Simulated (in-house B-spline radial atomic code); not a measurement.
Values are calculated unless marked as measured or tabulated.
Impurity-limited mobility of n-type InAs at n = 2.688e15 cm⁻³, compensation 0.2

For InAs the NSM archive of the Ioffe Institute lists m* = 0.023 m0 and ε = 15.15.

One parabolic, isotropic band at zero temperature, uniform dielectric constant, impurities scattering independently, no phonons and no central-cell term; real bands flatten as E_F rises, which lowers the mobility at the highest densities. In effective units each ion is a point charge Z in an electron gas; its screened potential is solved self-consistently in the LDA with open boundaries (B-splines, partial waves to l = 16), which gives the phase shifts δ_l at the Fermi level.

Problem. Put the electron gas into effective units.

Solution. a* = 0.0529177 nm × 15.15/0.023 = 34.86 nm and Ha* = 27211.386 meV × 0.023/15.15² = 2.727 meV. From 4π (r_s a*)³/3 = 1/n, r_s = 1.280. Then k_F = 1.91916/r_s = 1.4993 per a*, E_F = k_F²/2 = 1.1240 Ha* = 3.06 meV, and Mott's number n^(1/3) a* = 0.485.

Self-consistent phase shifts (rad):

| l | donor, Z = +1 | acceptor, Z = −1 |
| --- | --- | --- |
| 0 | 0.7577 | -0.5766 |
| 1 | 0.1564 | -0.1780 |
| 2 | 0.0412 | -0.0539 |
| 3 | 0.0121 | -0.0165 |
| 4 | 0.0037 | -0.0051 |
| 5 | 0.0012 | -0.0016 |
| 6 | 0.0004 | -0.0005 |
| 7 | 0.0001 | -0.0002 |
| 8 | 0.0000 | -0.0001 |

With all partial waves the Friedel sums are 0.999 and -1.002, and Σ (l + 1) sin²(δ_l − δ_(l+1)) is 0.34932 for the donor and 0.18607 for the acceptor. The screened donor binds no level.

Problem. Find the transport cross sections, and compare them with the Born approximation for Thomas-Fermi screening (Brooks-Herring).

Solution. σ_tr = (4π/k_F²) × sum: 1.953 a*² for the donor and 1.04 a*² for the acceptor. Thomas-Fermi gives q_s² = 4k_F/π = 1.9090, so b = 4k_F²/q_s² = 4.710, and σ_Born = (2π/k_F⁴)(ln(1 + b) − b/(1 + b)) = 1.243 × 0.9174 = 1.141 a*² for either sign. The donor scatters 1.71 times and the acceptor 0.91 times as much. Two things differ from Brooks-Herring. First order with Lindhard's response and the LDA kernel gives 1.43 times σ_Born for either sign: screening weakens at large momentum transfer, and the exchange-correlation potential of the screening charge adds to the ion's own, which is the larger part in a thin gas. Higher orders then split the signs, leaving the donor at 1.20 and the acceptor, which keeps the electrons out, at 0.64 of that.

Problem. With N_A/N_D = 0.2 and n = N_D − N_A, what are the mobility and the resistivity?

Solution. N_D = 3.36e15 and N_A = 6.72e14 cm⁻³. μ = e/(ħ k_F Σ N σ_tr), with e/ħ = 15.193 cm²/(V·s) per nm². Here k_F = 0.04301 nm⁻¹, a*² = 1215 nm², 1 cm⁻³ = 1e-21 nm⁻³, and Σ N σ_tr = 0.008821 nm⁻¹, a mean free path of 113 nm. So μ = 40000 cm²/(V·s) and ρ = 1/(n e μ) = 0.058 Ω·cm. Brooks-Herring would give 63200 cm²/(V·s). k_F times the mean free path is 4.9.
